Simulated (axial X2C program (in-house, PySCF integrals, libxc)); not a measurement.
Low determinants of VO⁻ at the PBE0 level, with spin–orbit coupling

All values were computed with an axial X2C code built on PySCF integrals. Two-component (2c) means X2C with spin–orbit coupling and atomic mean-field two-electron Coulomb and Gaunt terms. Basis: V dyall-acv3z [11s11p7d4f2g], O dyall-av3z [7s6p3d2f] (cores contracted in-house); Gaussian nuclei, density fitting, unrestricted open shells. Masses: V 50.944 u, O 15.995 u.

Search at 1.597 Å (vertical energies from the lowest determinant):

| ΔE (eV) | state | electrons beyond evenly filled partner blocks | electrons in ±ω = 1/2, 3/2, 5/2, 7/2 |
| --- | --- | --- | --- |
| 0.00 | Ω = 1 | ω = -3/2, ω = 5/2 | 24 7 1 0 |
| 0.52 | Ω = 3 | ω = 1/2, ω = 5/2 | 23 8 1 0 |
| 0.70 | Ω = 2 | 2 × ω = 1/2, ω = -3/2, ω = 5/2 | 24 7 1 0 |
| 1.05 | Ω = 0 | ω = 1/2, 2 × ω = -3/2, ω = 5/2 | 23 8 1 0 |
| 1.14 | Ω = 0 | none | 24 8 0 0 |
| 1.22 | Ω = 0 | none | 24 6 2 0 |
| 1.34 | Ω = 4 | ω = 3/2, ω = 5/2 | 24 7 1 0 |

Lowest determinant, Ω = 1 (⟨Sz⟩ = 1.00, ⟨Lz⟩ = 0.00 at PBE0): Re = 1.593 Å, ωe = 1006.9 cm⁻¹.

The determinant in row 2 of the search, Ω = 3 (⟨Sz⟩ = 2.00, ⟨Lz⟩ = 1.00 at PBE0), was followed along the bond at PBE0; measured from the minimum of the lowest determinant it gives:

Te = 0.517 eV (4171 cm⁻¹), Re = 1.612 Å, ωe = 897.1 cm⁻¹.

Task: Compare the bond of the determinant in row 2 with that of the lowest one.

Result: At PBE0 its Re is 0.019 Å longer and its force constant, which goes as ωe², is 0.79 times that of the lowest determinant. T0 ≈ Te + Δωe/2 = 4171 + (-55) = 4116 cm⁻¹.

The search compares states at one distance, so a state with another bond length can lie lower; it is not exhaustive and yields mostly the lowest determinant of each block pattern, so other components and higher states of one pattern are missing. These are energies of single determinants, not of spin-adapted states; PBE0 term energies can be off by some tenths of an eV, and the functional has no current term. Open-shell Ω = 0 determinants with evenly filled partner blocks cannot be reached by this program, so the Ω shown need not be the lowest component. For an anion, determinants above electron detachment are held by the basis set. The highest occupied level of some functionals is positive through self-interaction error; at Hartree–Fock it is bound. Row 1 has a positive highest level at its minimum. Row 2 has a positive highest level at its minimum.
